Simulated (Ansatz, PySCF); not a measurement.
Dissociation curve of SiH, doublet. Each curve is given relative to its own lowest point near equilibrium.

```json
[
 {"R / Å": "1.16", "A": "71.3", "B": "70.9", "C": "71.8"},
 {"R / Å": "1.24", "A": "38.9", "B": "38.6", "C": "38.7"},
 {"R / Å": "1.29", "A": "24.9", "B": "24.7", "C": "24.6"},
 {"R / Å": "1.39", "A": "7.7", "B": "7.6", "C": "7.5"},
 {"R / Å": "1.46", "A": "2.0", "B": "1.9", "C": "1.9"},
 {"R / Å": "1.48", "A": "1.1", "B": "1.1", "C": "1.0"},
 {"R / Å": "1.53", "A": "0.0", "B": "0.0", "C": "0.0"},
 {"R / Å": "1.57", "A": "0.1", "B": "0.2", "C": "0.2"},
 {"R / Å": "1.61", "A": "1.0", "B": "1.1", "C": "1.2"},
 {"R / Å": "1.71", "A": "5.7", "B": "5.9", "C": "6.1"},
 {"R / Å": "1.80", "A": "11.9", "B": "12.3", "C": "12.6"},
 {"R / Å": "1.94", "A": "23.7", "B": "24.3", "C": "24.8"},
 {"R / Å": "2.11", "A": "39.1", "B": "40.0", "C": "41.1"},
 {"R / Å": "2.32", "A": "57.6", "B": "58.6", "C": "61.0"},
 {"R / Å": "2.50", "A": "71.6", "B": "72.8", "C": "76.5"},
 {"R / Å": "2.76", "A": "87.5", "B": "89.4", "C": "98.0"},
 {"R / Å": "3.03", "A": "97.9", "B": "101.2", "C": "109.9"},
 {"R / Å": "3.38", "A": "104.0", "B": "—", "C": "118.1"},
 {"R / Å": "3.81", "A": "106.4", "B": "—", "C": "122.7"},
 {"R / Å": "4.14", "A": "107.0", "B": "—", "C": "124.3"},
 {"R / Å": "4.59", "A": "107.4", "B": "—", "C": "125.1"},
 {"R / Å": "5.36", "A": "107.5", "B": "—", "C": "125.5"},
 {"R / Å": "6.15", "A": "107.6", "B": "—", "C": "125.6"}
]
```

Energies in mEh.

Q: Match the curves with the methods CCSD on ROHF/aug-cc-pVDZ, frozen core run with Ansatz (a first-principles code); CCSD(T) on UHF/aug-cc-pVDZ, frozen core run with Ansatz; PySCF with unrestricted B3LYP/6-31G*, spherical d.

A: A is UCCSD(T); B is ROCCSD; C is UKS-B3LYP/6-31G*.

A dash means that the run gave no value there, or that the column was ended at a point which the program doubted or which failed a test of continuity chosen for this set; such a test can also cut sound points.

The unrestricted determinant behind UKS-B3LYP/6-31G* is spin-contaminated at 2.50 to 6.15 Å (<S²> up to 1.8, against 0.75 for a pure doublet). The unrestricted determinant behind UCCSD(T) is spin-contaminated at 1.16 to 1.29, 2.11 to 6.15 Å (<S²> up to 1.8, against 0.75 for a pure doublet). The T1 diagnostic of CCSD on the restricted reference of ROCCSD exceeds 0.045 at 2.50 to 3.03 Å.
